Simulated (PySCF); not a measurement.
**ECD: SMILES N#C[C@@H]1CS[C@H]1F, C$_{4}$H$_{4}$FNS**

Geometry:
```csv
atom,x (Å),y (Å),z (Å)
N1,-0.479,2.403,1.308
C2,-0.213,1.343,0.976
C3,0.114,0.019,0.514
C4,1.133,-0.023,-0.637
S5,0.071,-1.120,-1.655
C6,-1.023,-0.685,-0.247
F7,-1.534,-1.749,0.420
H8,0.425,-0.597,1.364
H9,2.091,-0.474,-0.393
H10,1.282,0.938,-1.126
H11,-1.862,-0.053,-0.551
```

Method: PySCF 2.14.0, TDDFT PBE0/def2-SVPD circular dichroism and optical rotation, one conformer, gas phase. Geometry: GFN2-xTB.

Q: What are the CIP labels of the stereocentres?

A: C3 R, C6 R.

Q: Which excitations and rotatory strengths does the calculation give?

A: Rotatory strengths R in 10⁻⁴⁰ esu² cm², velocity form and length form (origin at the centre of mass); f in length form.
```csv
state,E (eV),λ (nm),f,R (velocity),R (length),main
1,4.66,266,0.0003,-0.7,-0.2,HOMO→LUMO 0.97
2,6.41,193,0.019,+18.5,+18.6,"HOMO→LUMO+1 0.76, HOMO→LUMO+2 0.19"
3,6.58,188,0.003,+8.0,+5.5,"HOMO→LUMO+2 0.70, HOMO→LUMO+1 0.21"
4,6.70,185,0.015,-2.5,+0.3,HOMO−1→LUMO 0.92
5,6.93,179,0.041,+14.8,+13.4,HOMO→LUMO+3 0.88
6,7.29,170,0.0005,-2.9,-2.7,"HOMO→LUMO+4 0.84, HOMO→LUMO+5 0.11"
7,7.39,168,0.013,-6.5,-6.3,"HOMO→LUMO+5 0.80, HOMO→LUMO+4 0.12"
8,7.52,165,0.029,-8.4,-8.5,"HOMO−2→LUMO 0.75, HOMO−1→LUMO+1 0.10"
```

For state 4 the two forms differ in sign, so the sign of R isn't settled.

Among the states computed, the strongest CD band (largest |R|) is state 2. The largest dissymmetry factor in size, g = 4R/(D+G), with D and G the electric and magnetic dipole strengths, is -0.056 for state 6 (velocity form, f = 0.0006), among bands with |R| over 0.5. The mirror image has the same energies and oscillator strengths and all R with the opposite sign.
